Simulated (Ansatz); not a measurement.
A single point on CH6ClGaSi (`Cl[SiH2][CH2][GaH2]`).

```yaml
crystal:
  periodic: [false, false, false]
  atoms:
    - {symbol: Cl, position_ang: [-1.676315, 1.093018, -0.775973]}
    - {symbol: Si, position_ang: [-0.207606, 1.137942, 0.751633]}
    - {symbol: C, position_ang: [0.726354, -0.424375, 0.520268]}
    - {symbol: Ga, position_ang: [-0.086327, -1.147949, -1.167341]}
    - {symbol: H, position_ang: [0.562580, 2.376754, 0.493001]}
    - {symbol: H, position_ang: [-0.981999, 1.265081, 2.008586]}
    - {symbol: H, position_ang: [0.568525, -1.115347, 1.349923]}
    - {symbol: H, position_ang: [1.794130, -0.236096, 0.395992]}
    - {symbol: H, position_ang: [0.570354, -0.744443, -2.531671]}
    - {symbol: H, position_ang: [-1.186495, -2.255785, -1.041418]}
basis:
  gaussian: {orbitals: def2-QZVPP}
correlation: {method: mp2}
```

```sh
$ ansatz run in.yaml --threads 4 --pin off --events-out ev --progress --plain --max-ram 10444MiB
```

It prints (some lines left out):

```
Functional definition: HF
2795 factors; integrals over basis functions are off by at most 8.5e-4 eV
mean field evaluation 1: about -73826.5830 eV, gradient 3.3e1 eV
mean field evaluation 2: about -73826.7111 eV, gradient 3.3e1 eV
mean field evaluation 4: about -73829.6487 eV, gradient 3.7e0 eV
mean field evaluation 8: about -73829.6955 eV, gradient 3.2e-1 eV
mean field -73829.69582343 eV, -2713.1912779457 hartree, gradient 1.6e-6 eV, S^2 0.000000; 0 other end points of the search recorded, 0 dependent functions left out
20 core orbitals not correlated: weight in the atoms' cores, before any rotation towards them, 1.000 or more for the frozen orbitals, at most 0.000 for the correlated occupied ones
reference -73829.69582343 eV, -2713.1912779457 hartree; 17, 17 occupied and 429, 429 virtual orbitals, 2795 factors
second order -27.65140610 eV of doubles, -0.00000000 eV of singles
Total energy: -73857.34722952 eV, -2714.2074483770 hartree
```

Hardware: 4 threads of an Arm Neoverse V2 on a shared host. Wall time 27 s, peak host memory 2.9 GiB.
